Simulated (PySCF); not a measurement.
SMILES c1coc(Oc2ccc[se]2)c1 (C8H6O2Se), GFN2-xTB optimised geometry.

```
17

C      3.12    -1.74     0.00
C      2.97    -0.40     0.00
O      1.66    -0.07     0.00
C      0.97    -1.23     0.00
O     -0.37    -1.23     0.00
C     -1.06    -0.06     0.00
C     -2.42    -0.03     0.00
C     -2.98     1.27     0.00
C     -2.08     2.28     0.00
Se    -0.33     1.67     0.00
C      1.82    -2.30     0.00
H      4.04    -2.29     0.00
H      3.67     0.42     0.00
H     -3.02    -0.93     0.00
H     -4.04     1.43     0.00
H     -2.30     3.33     0.00
H      1.54    -3.33     0.00
```

Density from PySCF with CAM-B3LYP/def2-SVP at that geometry.

Minimum of the electron density along straight lines between bonded atoms, close to the bond critical point (lines longer than 1.1 times the sum of covalent radii, or with two minima, are not listed):

```json
[
 {"bond": "C1–C2", "length / Å": "1.356", "ρ at the minimum / e bohr⁻³": "0.331", "∇²ρ there / e bohr⁻⁵": "-0.86", "position (fraction from the first atom)": "0.48"},
 {"bond": "C2–O3", "length / Å": "1.357", "ρ at the minimum / e bohr⁻³": "0.273", "∇²ρ there / e bohr⁻⁵": "0.16", "position (fraction from the first atom)": "0.33"},
 {"bond": "O3–C4", "length / Å": "1.345", "ρ at the minimum / e bohr⁻³": "0.298", "∇²ρ there / e bohr⁻⁵": "-0.17", "position (fraction from the first atom)": "0.67"},
 {"bond": "C4–O5", "length / Å": "1.338", "ρ at the minimum / e bohr⁻³": "0.299", "∇²ρ there / e bohr⁻⁵": "-0.23", "position (fraction from the first atom)": "0.33"},
 {"bond": "O5–C6", "length / Å": "1.359", "ρ at the minimum / e bohr⁻³": "0.276", "∇²ρ there / e bohr⁻⁵": "(withheld)", "position (fraction from the first atom)": "0.67"},
 {"bond": "C6–C7", "length / Å": "1.363", "ρ at the minimum / e bohr⁻³": "0.324", "∇²ρ there / e bohr⁻⁵": "-0.84", "position (fraction from the first atom)": "0.53"},
 {"bond": "C7–C8", "length / Å": "1.415", "ρ at the minimum / e bohr⁻³": "0.297", "∇²ρ there / e bohr⁻⁵": "(withheld)", "position (fraction from the first atom)": "0.50"},
 {"bond": "C8–C9", "length / Å": "1.354", "ρ at the minimum / e bohr⁻³": "0.327", "∇²ρ there / e bohr⁻⁵": "-0.83", "position (fraction from the first atom)": "0.49"},
 {"bond": "C6–Se10", "length / Å": "1.878", "ρ at the minimum / e bohr⁻³": "0.167", "∇²ρ there / e bohr⁻⁵": "-0.16", "position (fraction from the first atom)": "0.50"},
 {"bond": "C9–Se10", "length / Å": "1.858", "ρ at the minimum / e bohr⁻³": "0.175", "∇²ρ there / e bohr⁻⁵": "-0.21", "position (fraction from the first atom)": "0.49"},
 {"bond": "C1–C11", "length / Å": "1.418", "ρ at the minimum / e bohr⁻³": "0.292", "∇²ρ there / e bohr⁻⁵": "(withheld)", "position (fraction from the first atom)": "0.50"},
 {"bond": "C4–C11", "length / Å": "1.365", "ρ at the minimum / e bohr⁻³": "0.324", "∇²ρ there / e bohr⁻⁵": "-0.84", "position (fraction from the first atom)": "0.54"},
 {"bond": "C1–H12", "length / Å": "1.070", "ρ at the minimum / e bohr⁻³": "0.287", "∇²ρ there / e bohr⁻⁵": "-1.13", "position (fraction from the first atom)": "0.64"},
 {"bond": "C2–H13", "length / Å": "1.070", "ρ at the minimum / e bohr⁻³": "0.291", "∇²ρ there / e bohr⁻⁵": "-1.19", "position (fraction from the first atom)": "0.65"},
 {"bond": "C7–H14", "length / Å": "1.075", "ρ at the minimum / e bohr⁻³": "0.283", "∇²ρ there / e bohr⁻⁵": "-1.09", "position (fraction from the first atom)": "0.64"},
 {"bond": "C8–H15", "length / Å": "1.077", "ρ at the minimum / e bohr⁻³": "0.284", "∇²ρ there / e bohr⁻⁵": "-1.10", "position (fraction from the first atom)": "0.64"},
 {"bond": "C9–H16", "length / Å": "1.074", "ρ at the minimum / e bohr⁻³": "0.283", "∇²ρ there / e bohr⁻⁵": "-1.10", "position (fraction from the first atom)": "0.64"},
 {"bond": "C11–H17", "length / Å": "1.068", "ρ at the minimum / e bohr⁻³": "0.286", "∇²ρ there / e bohr⁻⁵": "-1.13", "position (fraction from the first atom)": "0.64"}
]
```

Some entries are withheld; supply them.


- O5–C6, ∇²ρ there / e bohr⁻⁵: -0.10
- C7–C8, ∇²ρ there / e bohr⁻⁵: -0.75
- C1–C11, ∇²ρ there / e bohr⁻⁵: -0.70
